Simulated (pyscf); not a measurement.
`[CH2][InH][Cl]` [doublet] → `[CH3][In][Cl]` [doublet], a hydrogen shift (doublet surface; H–In broken, C–H formed). Single points on ωB97X-D3(BJ)/def2-SVP structures (PySCF, gas phase). Correlated levels are frozen-core, on RHF or UHF. ΔMP2 is the change of the MP2 total energy from the triple- to the quadruple-zeta basis. Energies in kcal/mol from the reactant's lowest minimum found.

Small-basis levels: PySCF, no dispersion term, spherical d functions. AM1 to PM7: differences of heats of formation from MOPAC. GFN2-xTB: tblite. Open shells are spin-unrestricted. 

```json
[
 {"level": "HF/6-31G*+LANL2DZ", "barrier": "52.1", "reaction energy": "-28.9"},
 {"level": "MP2/6-31G*+LANL2DZ", "barrier": "46.6", "reaction energy": "-38.3"},
 {"level": "BP86/6-31G*+LANL2DZ", "barrier": "32.8", "reaction energy": "-37.4"},
 {"level": "B3LYP/6-31G*+LANL2DZ", "barrier": "38.2", "reaction energy": "-35.4"},
 {"level": "M06-2X/6-31G*+LANL2DZ", "barrier": "42.7", "reaction energy": "-34.5"},
 {"level": "B3LYP/6-311+G**+LANL2DZ", "barrier": "38.0", "reaction energy": "-34.2"},
 {"level": "PBE/def2-SVP", "barrier": "33.0", "reaction energy": "-40.4"},
 {"level": "GFN2-xTB", "barrier": "23.4", "reaction energy": "-53.7"},
 {"level": "AM1", "barrier": "36.2", "reaction energy": "-31.5"},
 {"level": "CCSD(T)/def2-TZVPP + ΔMP2(QZVPP)", "barrier": "39.0", "reaction energy": "-35.5"}
]
```

Against the last row the barrier runs from -15.6 (GFN2-xTB) to +13.1 kcal/mol (HF/6-31G*+LANL2DZ). CCSD(T)/def2-TZVPP + ΔMP2(QZVPP) has limits of its own. This is the saddle that the search found; another between the same sides may lie lower. The CCSD(T) − MP2 part came from Ansatz, without density fitting, on the same reference. A UHF reference is spin-contaminated (<S²> up to 1.04), which harms MP2 most. The frozen core leaves the outer d or s,p core shells of the metals and heavy elements correlated in the MP2 and CC values, and def2-TZVPP describes them poorly, which can shift differences by a few kcal/mol. Elements past Kr carry the def2 core potentials, without spin-orbit coupling.
